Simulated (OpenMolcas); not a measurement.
**Ru3+: moving the ligands**

Ru3+ with 4 ligands (chloride) in tetrahedral coordination (Td) at 2.31 Å. A charge of +0.25 e stands 2.6 Å behind each ligand. Ligand basis ANO-RCC-VDZP.
```
Ru    0.0000    0.0000    0.0000
Cl    1.3337    1.3337    1.3337
Cl    1.3337   -1.3337   -1.3337
Cl   -1.3337    1.3337   -1.3337
Cl   -1.3337   -1.3337    1.3337
```

```json
{"Program": "OpenMolcas 26.06", "Method": "CASSCF", "Basis": "ANO-RCC-VDZP [6s5p3d1f]", "Scalar Hamiltonian": "DKH2, point nucleus", "Active space": "5 electrons in 5 orbitals (4d)", "State averaging": "2S+1 = 6 even, 1 root; 2S+1 = 4 even, 24 roots; 2S+1 = 2 even, 75 roots", "Spin-orbit coupling": "RASSI with atomic mean-field integrals over the reference wave functions"}
```

Runs around this geometry, states (labels of Td). Energies in cm-1 above the lowest state or level, χT in cm3 K/mol.

| R (Å) | Ground state | First gap with spin-orbit (degeneracies) | χT at 300 K | First state of another spin |
| --- | --- | --- | --- | --- |
| 2.24 | 6A1 | 0.8 (2, 4) | 4.355 | 2S+1 = 4: 13095 |
| 2.31 | 6A1 | 0.6 (2, 4) | 4.360 | 2S+1 = 4: 14707 |
| 2.37 | 6A1 | 0.4 (2, 4) | 4.363 | 2S+1 = 4: 15891 |

Without dynamic correlation the repulsion within the d shell is too large (B by tens of per cent), so at a given field states of lower spin stand too high. With metal d orbitals alone the field can be off either way by tens of per cent. Ligand-to-metal charge-transfer states are missing. With no ligand orbital active B as a rule stays too high, so bands that hang on it stand too high and its fall with covalency is understated. The least metal-like active orbital is 78 % on the metal (Löwdin) and no ligand orbital is active, so the numbers are rough (holds for R = 2.24). The least metal-like active orbital is 80 % on the metal (Löwdin) and no ligand orbital is active, so the numbers are rough (holds for R = 2.31). The least metal-like active orbital is 82 % on the metal (Löwdin) and no ligand orbital is active, so the numbers are rough (holds for R = 2.37). No measured value stands beside these numbers; the geometry is a model, was not optimised and need not be the one that this ion takes.

A state without a sure symmetry label is named by its multiplicity alone.
